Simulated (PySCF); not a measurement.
# The third ionisation energy along group 15

All values are computed (PySCF 2.14, energy differences of UHF-based or UKS calculations, no spin-orbit coupling). Values in eV. The last column holds reference values (NIST; (s) semi-empirical, (t) theoretical, else measured). Unmarked ones compare directly (S terms, centres of terms, or small fine structure); those marked * lie between the lowest fine-structure levels and include a spin-orbit shift.

| element | configurations | UHF | LDA | PBE | PBE0 | r2SCAN | MP2 (valence) | reference |
| --- | --- | --- | --- | --- | --- | --- | --- | --- |
| N (aug-cc-pV5Z, non-relativistic) | [He] 2s2 2p1 → [He] 2s2 | 47.302 | 47.871 | 48.029 | 48.011 | 48.229 | 47.551 | 47.445 (s) * |
| P (aug-cc-pV(5+d)Z, non-relativistic) | [Ne] 3s2 3p1 → [Ne] 3s2 | 29.591 | 30.208 | 30.246 | 30.268 | 30.380 | 29.936 | 30.203 * |
| As (aug-cc-pV5Z-PP with ECP10MDF, ECP) | [Ar] 3d10 4s2 4p1 → [Ar] 3d10 4s2 | 27.490 | 28.148 | 27.995 | 28.048 | 28.283 | 27.797 | 28.349 ± 0.012 * |
| Sb (aug-cc-pV5Z-PP with ECP28MDF, ECP) | [Kr] 4d10 5s2 5p1 → [Kr] 4d10 5s2 | 24.151 | 24.930 | 24.711 | 24.746 | 24.890 | 24.418 | 25.323 * |
| Bi (aug-cc-pV5Z-PP with ECP60MDF, ECP) | [Xe] 4f14 5d10 6s2 6p1 → [Xe] 4f14 5d10 6s2 | 23.057 | 23.886 | 23.641 | 23.668 | 23.740 | 23.296 | 25.571 * |

"Valence" correlates the outer s and p shells and, in groups 3 to 12 and the f block, the outer d or f shell, open or full, or the next shell where the ion has no valence electron left; the wider scheme adds the next inner shell.
